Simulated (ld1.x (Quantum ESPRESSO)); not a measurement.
## Configuration tests for nickel (Ni) (TM)

- Element: nickel
- Generator: ld1.x (Quantum ESPRESSO) 7.5
- Type: norm-conserving Troullier–Martins (Kleinman–Bylander form)
- Functional: PBE
- Relativity: fully relativistic
- Frozen core: [Ne] 3s2
- Valence charge: 16
- Reference configuration: 3p6 3d8 4s2 4p0
- Partial waves: 3p (bound): rc 0.80 bohr; 3d (bound): rc 1.45 bohr; 4s (bound): rc 2.40 bohr
- Local potential: the s channel
- Core correction: none

Open shells are filled in proportion to 2j + 1 (rel_dist='average').

Energies are relative to the spin-unpolarised reference configuration 3p6 3d8 4s2 4p0; without spin polarisation the order of configurations can differ from experiment. Not all tests gave a result: 1 of 7 tests not solved or not reliable. Left out of the table: 3p6 3d8 4s1 4p1 (an occupied level unbound or not found, printed error -4.3 eV).

```tsv
valence configuration	charge	ΔE all-electron (eV)	error AE − PS (meV)
3p6 3d8 4s1 4p0	+1	9.323	-2.0
3p6 3d8 4s0 4p0	+2	26.674	-20
3p6 3d7 4s0 4p0	+3	64.140	-256
3p6 3d8.5 4s1.5 4p0	0	-1.183	-47
3p6 3d9 4s1 4p0	0	-1.596	-167
```

Problem. What are ΔE and the potential's error for 3p6 3d8 4s0 4p1?

Solution. ΔE = 15.006 eV all-electron; the error (AE − PS) is -1210 meV.

Levels in the configuration 3p6 3d8 4s1 4p0:

```
   level  all-electron (eV)  pseudo (eV)
3p j=1/2            -81.972      -81.887
3p j=3/2            -79.768      -79.689
3d j=3/2            -18.068      -18.030
3d j=5/2            -17.827      -17.789
4s j=1/2            -13.183      -13.189
```

These tests converged, but a pseudo level misses the all-electron one widely, so the file describes the atom poorly there or has found another state: 3p6 3d7 4s0 4p0: empty 4p by 3.2 eV (a node warning on the way). ld1.x printed “convergence not achieved” for 3 of the counted tests; their residual had stalled under 1e-8, short of the target of 1e-14.
